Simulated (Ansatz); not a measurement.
`[SiH3][SiH2][InH2]` + `BN` → `BN[SiH2][SiH3]` + `[InH3]`  (cleavage of the Si–In bond)

Program: Ansatz. Geometries: PBE0-D4/def2-TZVP. ΔE: electronic, gas phase. CBS: MP2 limit from def2 TZ/QZ plus the TZ coupled-cluster correction, frozen cores. This one scheme is used for every species. Functionals use def2-TZVPP. B3LYP here is the variant with VWN-RPA as its local correlation; programs differ in this. Elements past krypton have def2 core potentials. For In outer-core shells are correlated without core-valence functions, which leaves a few kJ/mol of doubt a bond. Each species was taken in one conformer, which may not be the lowest.

| level | ΔE (eV) |
| --- | --- |
| B3LYP-D4 | 0.09 |
| ωB97M-V | 0.06 |

(1) What does CCSD(T)/CBS give? (Best estimate.)

(2) What do rigid-rotor, harmonic-oscillator terms from PBE0-D4/def2-TZVP frequencies (298.15 K, 1 bar) make of the CCSD(T)/CBS value? (Estimate.)

Largest T1 diagnostic among the species: 0.014.

Results:

(1) The calculation gave: +0.12 eV. The listed levels differ from it by -0.03, -0.06 eV.

(2) Computed: ΔZPE = -0.11 eV, ΔH = 0.00 eV, ΔS = -25 J/(mol·K), ΔG = +0.07 eV. Modes under 50 cm⁻¹ make the entropy rough.

In def2-TZVPP, CCSD(T) changes the Hartree–Fock value by +0.17 eV (the triples alone add +0.02 eV) and MP2 by +0.17 eV. From PBE to PBE0 (25 % exact exchange), in def2-TZVPP and without D4, ΔE moves by −0.05 eV. Leaving LDA and LC-ωPBE aside and taking each functional with its dispersion term where it has one, the values, not all of them listed here, spread over 0.23 eV, from CAM-B3LYP-D4 to PBE-D4. LDA lies −0.06 eV from PBE without D4.
